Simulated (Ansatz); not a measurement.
Program: Ansatz. Geometries: PBE0-D4/def2-TZVP. ΔE: electronic, gas phase. CBS: MP2 limit from def2 TZ/QZ plus the TZ coupled-cluster correction, frozen cores. This one scheme is used for every species, atoms too. Functionals use def2-TZVPP. HSE06 is defined as in plane-wave codes. No spin–orbit coupling; open shells (•) take unrestricted orbitals. Spin–orbit coupling would lower the free atoms: a little for Cl. def2 core potentials past Kr. Bonds to Sn are less sure, by a few kJ/mol each and by 10 to 20 or more in all where they break to atoms, as the def2 sets lack core-valence functions. Each species was taken in one conformer, which may not be the lowest.

Consider the homolysis of the Cl–Sn bond: `C=[CH][SnH2][Cl]` → Cl• + `C=[CH][SnH2]`•.

CCSD(T)/CBS gives +98.3 kcal/mol.

**Question.** Another level gave +88.9 kcal/mol. Which?
A. PBE-QIDH/def2-TZVPP
B. HSE06/def2-TZVPP
C. PBE0-D4/def2-TZVPP
D. revPBE/def2-TZVPP

**Answer.** D. revPBE 88.9, HSE06 93.3, PBE0-D4 94.4, PBE-QIDH 95.7 kcal/mol.

Largest T1 diagnostic among the species: 0.023.

At CCSD(T), def2-SVP lies −12.0 kcal/mol from the extrapolated value and def2-TZVPP −5.7 kcal/mol: correlation converges slowly with the basis, and small sets miss more of it in the bonded molecule than in its fragments. In def2-TZVPP, CCSD(T) changes the Hartree–Fock value by +22.1 kcal/mol (the triples alone add +2.3 kcal/mol) and MP2 by +29.8 kcal/mol; breaking electron pairs costs correlation energy, which Hartree–Fock lacks.

CCSD(T)/CBS has its own doubt, a few kJ/mol and more with outer-core shells, so smaller differences from it don't rank the levels.
